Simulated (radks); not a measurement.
Problem. Cl V, configuration [Ne] 3s2 3p1. Calculated with a radial shooting solver on a logarithmic mesh with Libxc functionals: scalar-relativistic Kohn-Sham, PBE, spin-polarised, spherical densities, point nucleus; open shells are filled with parallel spins first. Some entries of the table are withheld. Estimate them.

orbital  occ.  eigenvalue (eV)  <r> (bohr)
1s up       1        -2817.900     0.09096
1s down     1        -2817.651     0.09095
2s up       1        -316.5136      0.4427
2s down     1        -316.2596      0.4425
2p up       3              (1)      0.4046
2p down     3              (2)      0.4045
3s up       1         -74.6442       1.350
3s down     1         -72.6932       1.353
3p up       1         -60.3643       1.442
3p down     0         -58.4683       1.449

Solution. 
(1) 2p up eigenvalue (eV): -255.7902
(2) 2p down eigenvalue (eV): -255.4435
